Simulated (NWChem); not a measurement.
System: BHSCl₂; SMILES SB(Cl)Cl

NWChem input:

```
start job
memory heap 200 mb stack 900 mb global 1100 mb
geometry units angstroms noautoz
  B      0.003900    -0.013452     0.000000
  Cl     1.449047    -1.001747     0.000000
  Cl    -1.573163    -0.781375     0.000000
  S      0.210448     1.766565     0.000000
  H     -1.105539     2.069791     0.000000
end
basis spherical
  * library def2-svp
end
dft
  xc xpbe96 cpbe96
  iterations 150
  vectors input atomic output neutral.movecs
end
task dft energy
charge 1
dft
  odft
  mult 2
  vectors input atomic output cation.movecs
end
task dft energy
```

All runs use the structure optimised with PBE0/def2-SVP.

Ions are spin-unrestricted doublets at the neutral geometry; other ion states weren't tried.

Problem. Give the results of this calculation. (PBE/def2-SVP, vertical spin-unrestricted ions.) Quantities: −ε(HOMO) (eV).

Solution. The −ε(HOMO) (eV) is 6.93.
